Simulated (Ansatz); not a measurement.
Species: CH3Cl2Si, charge 0, multiplicity 2. It need not be the lowest isomer of its formula. 
Structure (B3LYP-D3(BJ)/def2-TZVP (Ansatz, a quantum-chemistry and plane-wave program) minimum search):
```
Si
H 1 1.4694
C 1 1.8233 2 112.65
H 3 1.0835 1 122.15 2 172.32
H 3 1.0838 4 115.74 1 -178.83
Cl 1 2.0599 2 108.38 3 121.68
Cl 1 2.0624 2 107.86 3 -121.73
```
Charge 0, spin multiplicity 2.

Property: atomisation energy (electronic, to ground-state atoms), in kcal/mol. Cores are frozen in the correlated levels unless marked. UHF or UKS for open shells. No spin-orbit coupling. No relativistic terms. The coupled-cluster limit lacks core correlation, which all-electron functionals hold. CBS(X,Y): correlation extrapolated as X^-3; Hartree-Fock from the larger set. The bracket is a focal-point correction in the basis named.

| level | program | atomisation energy (kcal/mol) |
|---|---|---|
| HSE06/def2-TZVPD | Ansatz | 553.6 |
| B2GP-PLYP-D4/def2-TZVPD | Ansatz + dftd4 | 546.4 |
| B2GP-PLYP/def2-TZVPD | Ansatz | 544.5 |
| CCSD/cc-pV(D+d)Z | Ansatz | 497.8 |
| CCSD(T)/STO-3G | Ansatz | 572.5 |
| RI-MP2/CBS(cc-pV(T+d)Z,cc-pV(Q+d)Z)+[CCSD(T)-MP2]/cc-pV(D+d)Z | Ansatz | 555.7 |
| RI-MP2/CBS(aug-cc-pV(T+d)Z,aug-cc-pV(Q+d)Z)+[CCSD(T)-MP2]/aug-cc-pV(T+d)Z | Ansatz | 555.4 |
